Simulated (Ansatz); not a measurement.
System: SnH₂, charge -1, multiplicity 2. SMILES of the parent species: [SnH2]
Structure (B3LYP-D3(BJ)/def2-TZVP (Ansatz, a program for electronic structure) minimum search):
```xyz
3

Sn     0.0043    -0.0004     0.0486
H     -0.1292    -1.2865    -1.2246
H     -0.0881     1.3069    -1.2066
```
Charge -1, spin multiplicity 2.

Give the harmonic wavenumbers at B3LYP-D3(BJ)/def2-TZVP (Ansatz, finite differences of forces, unscaled).

747, 1527, 1528 cm⁻¹. Zero-point energy 5.4 kcal/mol.

From these and the geometry, give the ideal-gas thermochemistry at 298.15 K and 1 atm (rigid rotor, harmonic oscillator).

Point group C2v, rotational symmetry number 2. Rotational constants 158.2, 149, 76.75 GHz. S(trans) 40.28, S(rot) 14.46, S(vib) 0.28, S(elec, spin only) 1.38, S 56.4 cal/(mol K). H(298) - H(0) 2.44 kcal/mol; G - E(el) -8.9 kcal/mol.
